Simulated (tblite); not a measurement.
Species: C4H5NO3S2.
Z-matrix (Å and degrees, GFN2-xTB geometry), rows numbered from 1:
```
C 
S   1  1.8020
O   2  1.4350  1  110.23
O   2  1.4350  1  110.24  3  -131.49
C   2  1.7886  1  102.70  3   114.27
N   5  1.2819  2  124.62  1    -0.04
C   6  1.3501  5  112.55  2   179.97
C   7  1.3689  6  114.55  5    -0.00
O   8  1.3364  7  126.19  6   180.00
S   5  1.7362  2  120.07  1   179.91
H   1  1.0813  2  107.65  3   -54.22
H   1  1.0813  2  107.71  3  -174.42
H   1  1.0829  2  107.67  3    65.65
H   7  1.0727  6  119.97  5   180.00
H   9  0.9644  8  111.36  7   179.96
```

Computed geometry: GFN2-xTB, gas phase.

Take the most abundant isotopes and a rigid rotor. The values belong to one conformer with, in the numbering `[CH3:1][S:2](=[O:3])(=[O:4])[c:5]1[n:6][cH:7][c:8]([OH:9])[s:10]1`, C1–S2–C5–N6 0°, C7–C8–O9–H 180°.

Q: What are A, B and C (MHz)?

A: Ia = 204.47, Ib = 778.27, Ic = 883.12 u·Å²; 505379 MHz·u·Å²/I gives A = 2472, B = 649.4, C = 572.3 MHz.

Q: Classify the top.

A: A near-prolate asymmetric top; Ray's κ = -0.919.

Q: Is it planar, by Δ = Ic − Ia − Ib?

A: Not planar: Δ = Ic − Ia − Ib = -99.62 u·Å². For a rigid frame Δ = −2 Σ m c², so Σ m c² = 49.81 u·Å² lies off the ab plane: 1.61 from hydrogen and 48.20 from heavier atoms. The atom farthest from that plane is 1.23 Å away.

Q: Give the other two planar moments, Paa and Pbb, and the rms extents of the mass along the axes.

A: Paa = Σ m a² = (Ib + Ic − Ia)/2 = 728.46 and Pbb = Σ m b² = (Ia + Ic − Ib)/2 = 154.66 u·Å². With the mass M = 178.97 u, the rms extents √(P/M) along a, b and c are 2.02, 0.93, 0.53 Å.

Its lowest GFN2-xTB frequency is 13 cm⁻¹, too small to tell a flat minimum from a shallow saddle. These are rigid-rotor constants of the computed structure; measured ground-state constants (B0) also hold zero-point vibration.

On an Arm Neoverse V1 with one thread, shared host with 32 logical CPUs at a one-minute load of 18, this took 0.35 s of wall time. That covers the optimisation of the geometry.
